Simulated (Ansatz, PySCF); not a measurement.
Pair of molecules: CH2O (SMILES C=O) (first 4 atoms) with CH6Si (SMILES C[SiH3]); geometry from B3LYP-D3(BJ)/def2-TZVP, rigid monomers moved along the line of their centres of mass till O2···Si6 is 3.00 Å.
(charge 0, multiplicity 1):
```xyz
12

C      0.172     0.234    -0.280
O     -0.816    -0.035     0.346
H      1.151     0.388     0.211
H      0.153     0.341    -1.381
C     -1.426    -0.493     3.391
Si     0.364    -0.025     3.104
H     -1.499    -1.474     3.863
H     -1.961    -0.523     2.442
H     -1.916     0.232     4.044
H      1.102     0.020     4.393
H      0.485     1.313     2.474
H      1.052    -1.009     2.232
```

Counterpoise-corrected where a basis set is named; no monomer relaxation.

Correlated levels freeze the cores.

Run with Ansatz (a program for electronic structure); PySCF for the dispersion terms. 

PBE/def2-TZVPPD gives -0.04 kcal/mol for the interaction energy.

How do the other levels lie against it? Give each less PBE: PBE-D3(BJ)/def2-TZVPPD, r2SCAN/def2-TZVPPD, B3LYP/def2-TZVPPD, wB97M-V/def2-TZVPPD, MP2/aug-cc-pV(D+d)Z, CCSD(T)/aug-cc-pV(D+d)Z.

PBE-D3(BJ)/def2-TZVPPD -1.63; r2SCAN/def2-TZVPPD -1.21; B3LYP/def2-TZVPPD 1.16; wB97M-V/def2-TZVPPD -2.01; MP2/aug-cc-pV(D+d)Z -1.01; CCSD(T)/aug-cc-pV(D+d)Z -0.91 kcal/mol. 1 of 6 lie above PBE; the widest gap is to wB97M-V/def2-TZVPPD.
